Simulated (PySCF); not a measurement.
Species: C6H12BP.
Numbering: `[BH3-:1][P+:2]1([CH3:3])[CH:4]=[CH:5][CH2:6][CH:7]=[CH:8]1`

Probes without a nucleus sit at each ring's centroid and 1 Å off its mean plane on both sides; NICS is minus the shielding there, NICSzz its component along the normal. Level: GIAO KT2/pcSseg-1 (PySCF, non-relativistic, gas phase) on the PBE0-D3(BJ)/def2-SVP geometry, one conformer.

Ring bond lengths (Å): P2–C4 1.801, C4–C5 1.338, C5–C6 1.494, C6–C7 1.494, C7–C8 1.338, C8–P2 1.801.

Question: Give the NICS values of each ring in ppm.

Answer: 
```tsv
ring	type	NICS(0)	NICS(1), two faces	NICS(1)zz, two faces	rms pucker (Å)	centre to ring atoms, mean (Å)
P2–C4–C5–C6–C7–C8	6-membered ring with P; formal bonds 2 double, 4 single	1.4	-0.3 / -0.9	4.4 / 3.2	0.01	1.54
```

Question: What do they say, and how far can they be read as aromaticity?

Answer: 
- P2–C4–C5–C6–C7–C8: mean NICS(1)zz 3.8 ppm, deshielded. P2, C6 have four or more neighbours, so the value isn't read as a sign of a π ring current.

Question: What is the mean of the two in-plane components of NICS at the first NICS(1) probe listed for ring P2–C4–C5–C6–C7–C8, 1 Å off the ring?

Answer: The isotropic value is a third of the trace: (3 × -0.3 − (4.4))/2 = -2.7 ppm.

Question: List the ring angles.

Answer: 
- P2–C4–C5–C6–C7–C8: P2 101.7°, C4 123.9°, C5 126.6°, C6 117.3°, C7 126.5°, C8 123.9°; sum 719.9° against 720° for a flat convex ring.

Question: What are the shieldings of the ring atoms and their hydrogens in the same run (means over atoms taken as equivalent)?

Answer: 
| atoms | environment | σ isotropic (ppm) | principal values of the symmetric part, first atom (ppm) |
| --- | --- | --- | --- |
| P2 | phosphorus bonded to B and 3 C | 369.0 | 288.5, 353.9, 464.5 |
| C4 (×2) | alkene CH carbon | 63.2 | -36.2, 71.0, 154.9 |
| C5 (×2) | alkene CH carbon | 47.7 | -57.3, 43.6, 156.6 |
| C6 | allylic carbon | 148.8 | 122.0, 161.4, 162.9 |
| H on C4 (×2) | vinylic hydrogen | 25.31 | 23.6, 25.0, 27.3 |
| H on C5 (×2) | vinylic hydrogen | 24.88 | 22.4, 24.7, 27.5 |
| H on C6 | methylene hydrogen | 28.08 | 24.6, 26.2, 33.4 |
| H on C6 | methylene hydrogen | 28.06 | 24.7, 26.3, 33.2 |

Question: How do the values depend on the level or the medium?

Answer: 
```csv
level,"NICS(0), P2–C4–C5–C6–C7–C8","mean NICS(1)zz, P2–C4–C5–C6–C7–C8"
"KT2/pcSseg-1, gas",1.4,3.8
"PBE0/pcSseg-1, gas",1.4,3.3
"PBE0/pcSseg-1, IEF-PCM chloroform",1.4,3.1
"PBE0/pcSseg-1, IEF-PCM methanol",1.5,3.0
```

The geometry is the same throughout; the continuum's cavity takes Bondi-type radii × 1.2.
